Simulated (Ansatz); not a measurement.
Input file for Ansatz (a program for electronic structure): U-PBE0/def2-TZVPP on OF, 2S+1 = 2, a spin state set in the input, which need not be the lowest.

Ansatz 0.2 input:
```yaml
crystal:
  periodic: [false, false, false]
  atoms:
    - {symbol: O, position_ang: [0.00000000, 0.00000000, 0.00000000]}
    - {symbol: F, position_ang: [0.00000000, 0.00000000, 1.16800000]}
basis:
  gaussian:
    orbitals: def2-TZVPP
hamiltonian:
  xc: {name: PBE0}
magnetization: {spin_polarized: true, initial_magnetization: 1}
relax: {f_tol: 0.002, max_steps: 120}
```

**Question.** What total energy does the run end on?

**Answer.** -174.7815 hartree.
